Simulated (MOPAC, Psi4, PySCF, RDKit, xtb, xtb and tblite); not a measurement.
Two geometries of C7H9BO2, SMILES Cc1ccc(B(O)O)cc1, relaxed at GFN2-xTB with one dihedral held; other torsions can differ between them too.

Structure A

```
19

C     -3.1726     0.0640    -0.3520
C     -1.6778     0.0159    -0.2543
C     -0.8885     1.0341    -0.7723
C      0.4886     0.9832    -0.6673
C      1.1297    -0.0831    -0.0367
B      2.6983    -0.1390     0.0743
O      3.4497     0.9203    -0.3768
O      3.2506    -1.1551     0.7807
C      0.3265    -1.1004     0.4829
C     -1.0487    -1.0532     0.3754
H     -3.6054     0.2637     0.6286
H     -3.4945     0.8470    -1.0342
H     -3.5655    -0.8898    -0.7000
H     -1.3589     1.8745    -1.2645
H      1.0914     1.7826    -1.0725
H      4.1742     0.7482    -0.9719
H      4.2015    -1.1241     0.8953
H      0.8034    -1.9342     0.9758
H     -1.6496    -1.8539     0.7845
```

Structure B

```
19

C     -3.1747     0.0469    -0.3675
C     -1.6812     0.0126    -0.2496
C     -0.8974     1.0523    -0.7318
C      0.4787     1.0158    -0.6068
C      1.1258    -0.0575     0.0066
B      2.6959    -0.1001     0.1554
O      3.5270     0.8228    -0.4497
O      3.2507    -1.1221     0.8373
C      0.3266    -1.0944     0.4921
C     -1.0474    -1.0621     0.3653
H     -3.6207     0.2644     0.6034
H     -3.4938     0.8135    -1.0693
H     -3.5563    -0.9169    -0.6997
H     -1.3705     1.8988    -1.2106
H      1.0680     1.8405    -0.9844
H      3.4546     0.9184    -1.3937
H      4.2071    -1.0893     0.8919
H      0.8078    -1.9330     0.9723
H     -1.6435    -1.8793     0.7477
```

Q: Which is lower in energy at the level B3LYP-D3(BJ)/def2-SVP // GFN2-xTB in Psi4, and by how much?

A: B is lower, by 6.39 kJ/mol (dihedral O8–B6–O7–H16: 60° in A, 120° in B).

E(B) − E(A) in kJ/mol at the other levels, on the same two geometries: GFN2-xTB (xtb and tblite) -2.43; B3LYP/def2-SVP // GFN2-xTB (Psi4) -6.00; PBE/def2-SVP // GFN2-xTB (Psi4) -6.00; PBE-D3(BJ)/def2-SVP // GFN2-xTB (Psi4) -6.24; UFF // GFN2-xTB (RDKit) -6.60; AM1, restricted, heats of formation // GFN2-xTB (MOPAC) -8.85; PM7, restricted, heats of formation // GFN2-xTB (MOPAC) 1.44; GFN1-xTB // GFN2-xTB (xtb) 2.57; restricted B3LYP/6-31G*, spherical d, density fitting // GFN2-xTB (PySCF) -5.54; restricted B3LYP/6-311+G**, spherical d, density fitting // GFN2-xTB (PySCF) -4.73; restricted MP2 (frozen core)/6-31G*, spherical d // GFN2-xTB (PySCF) -5.61.
